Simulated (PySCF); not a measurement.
Isomers of C7H9OP, one GFN2-xTB conformer each. Single-point energies are computed at PBE0/pcSseg-1 (PySCF, gas phase, no added dispersion term), electronic only.

Task: Rank them by PBE0/pcSseg-1 energy, lowest first (kJ/mol).
A. `[CH2:1]=[CH:2][C:3]1=[CH:4][P@:5]([CH3:6])(=[O:7])[CH:8]=[CH:9]1` with C1–C2–C3–C4 -177°
B. `[CH3:1][O:2][c:3]1[cH:4][cH:5][cH:6][p:7][c:8]1[CH3:9]` with C1–O2–C3–C4 0°
C. `[CH3:1][P@@H:2](=[O:3])[c:4]1[cH:5][cH:6][cH:7][cH:8][cH:9]1` with C1–P2–C4–C5 -116°
D. `[CH3:1][c:2]1[cH:3][p:4][c:5]([CH:6]2[CH2:7][CH2:8]2)[o:9]1` with P4–C5–C6–C7 -35°
E. `[CH:1]#[C:2][P@@:3](=[O:4])([CH:5]=[CH2:6])[CH:7]1[CH2:8][CH2:9]1` with C2–P3–C5–C6 -128°, C2–P3–C7–C8 158°
F. `[CH2:1]=[CH:2][P@:3]1(=[O:4])[CH:5]=[CH:6][C:7]([CH3:8])=[CH:9]1` with C1–C2–P3–O4 -1°

Result: C (0.0), B (101.4), A (144.8), F (160.1), D (163.8), E (331.6).

As drawn, the lowest has an aromatic ring, which the highest lacks; the highest has a three-membered ring, a C≡C bond and a C=C bond outside aromatic rings, which the lowest lacks. Neighbours under 10 kJ/mol apart (C=C[P@]1(=O)C=CC(C)=C1 and Cc1cpc(C2CC2)o1) can change places with a better method, another conformer or zero-point energy. GFN2-xTB itself gives, in the same order: 0.0, 172.9, 164.1, 172.2, 172.1, 319.2. Both levels put the same isomer lowest; measured from each level's own lowest isomer, the values differ by up to 71.5 kJ/mol (COc1cccpc1C: 172.9 against 101.4).

Task: Which frontier levels, dipoles and rotational constants go with these structures?

Result: 
```csv
SMILES,"HOMO (eV, PBE0/pcSseg-1)",LUMO (eV),dipole (D),"A, B, C (MHz)"
C[P@@H](=O)c1ccccc1,-7.65,-0.97,4.16,"3109, 924.1, 775.5"
COc1cccpc1C,-6.72,-1.24,3.06,"2273, 1216, 800.2"
C=CC1=C[P@](C)(=O)C=C1,-6.92,-2.22,4.59,"3369, 840.7, 810.1"
C=C[P@]1(=O)C=CC(C)=C1,-7.00,-1.89,4.54,"2911, 936.1, 906.2"
Cc1cpc(C2CC2)o1,-6.00,-0.55,1.59,"3151, 948.5, 776.7"
C#C[P@@](=O)(C=C)C1CC1,-7.98,-0.81,3.63,"1643, 1340, 923.2"
```
